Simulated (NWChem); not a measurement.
System meant: ScN₂H₄F; SMILES [Sc]([NH2])([NH2])[F]

NWChem input:

```
start job
memory heap 200 mb stack 900 mb global 1100 mb
geometry units angstroms noautoz
  Sc     0.000000     0.000000     0.228600
  F      0.000000     0.000000     2.067336
  N     -1.702846     0.000000    -0.766000
  H     -1.809478     0.000000    -1.779365
  H     -2.641633     0.000000    -0.370955
  N      1.702846     0.000000    -0.766000
  H      1.809478     0.000000    -1.779365
  H      2.641633     0.000000    -0.370955
end
basis spherical
  * library def2-svp
end
dft
  odft
  mult 2
  xc b3lyp
  iterations 150
  mulliken
end
task dft energy
```

End of the output:

```
                                 NWChem DFT Module
                                 -----------------

 Summary of "ao basis" -> "ao basis" (spherical)
 ------------------------------------------------------------------------------
       Tag                 Description            Shells   Functions and Types
 ---------------- ------------------------------  ------  ---------------------
 Sc                         def2-svp                11       31   5s3p2d1f
 F                          def2-svp                 6       14   3s2p1d
 N                          def2-svp                 6       14   3s2p1d
 H                          def2-svp                 3        5   2s1p

 Summary of "ao basis" -> "ao basis" (spherical)
 ------------------------------------------------------------------------------
       Tag                 Description            Shells   Functions and Types
 ---------------- ------------------------------  ------  ---------------------
 Sc                         def2-svp                11       31   5s3p2d1f
 F                          def2-svp                 6       14   3s2p1d
 N                          def2-svp                 6       14   3s2p1d
 H                          def2-svp                 3        5   2s1p

      Symmetry analysis of basis
      --------------------------

        a1         39
        a2         10
        b1         28
        b2         16

  number of electrons :                   48
  multiplicity        :                    2
 ------------------------------------------------------------------------
  no. of electrons and multiplicity not compatible                  48
 ------------------------------------------------------------------------
 ------------------------------------------------------------------------
  current input line :
    23: task dft energy
 ------------------------------------------------------------------------
 ------------------------------------------------------------------------
 There is an error in the input file
 ------------------------------------------------------------------------
 For more information see the NWChem manual at https://nwchemgit.github.io

0: no. of electrons and multiplicity not compatible:Received an Error in Communication
```

Q: Find the fault in this run and fix the input.

A: The input was rejected before any calculation. Cause: the multiplicity doesn't fit the number of electrons (an even count wants an odd multiplicity, and the reverse). This input runs:
```
start job
memory heap 200 mb stack 900 mb global 1100 mb
geometry units angstroms noautoz
  Sc     0.000000     0.000000     0.228600
  F      0.000000     0.000000     2.067336
  N     -1.702846     0.000000    -0.766000
  H     -1.809478     0.000000    -1.779365
  H     -2.641633     0.000000    -0.370955
  N      1.702846     0.000000    -0.766000
  H      1.809478     0.000000    -1.779365
  H      2.641633     0.000000    -0.370955
end
basis spherical
  * library def2-svp
end
dft
  xc b3lyp
  iterations 150
  mulliken
end
task dft energy
```
It converges to -972.37550 Ha (B3LYP/def2-SVP).
